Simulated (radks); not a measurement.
Results of a calculation; reference values are marked as such.
Q: The mean radii <r> (bohr) of the occupied orbitals of an atom or ion are listed with their occupations. Level of theory: scalar-relativistic Kohn-Sham, BLYP, spin-polarised, spherical densities, finite nucleus; Fermi nuclear charge, rms radius of each element as measured or else 0.836 A^(1/3) + 0.57 fm (a radial shooting solver on a logarithmic mesh with Libxc functionals).

orbital  occ.      <r>
1s up       1  0.02363
1s down     1  0.02363
2s up       1   0.1003
2s down     1   0.1002
2p up       3  0.08812
2p down     3  0.08802
3s up       1   0.2501
3s down     1   0.2505
3p up       3   0.2447
3p down     3   0.2453
3d up       3   0.2176

Name the element and its charge. Open shells, if any, are filled with parallel spins first.

A: Z = 60, neodymium, charge +39: Nd39+ in [Ar] 3d3. The 1s radius gives Z: for a bare nucleus <r> = (2 gamma + 1)/(2Z) with gamma = sqrt(1 - (Z/c)^2), 0.02332 bohr for Z = 60, and screening makes it slightly larger (0.02363 here). The occupations add up to 21, and the charge is Z minus that.
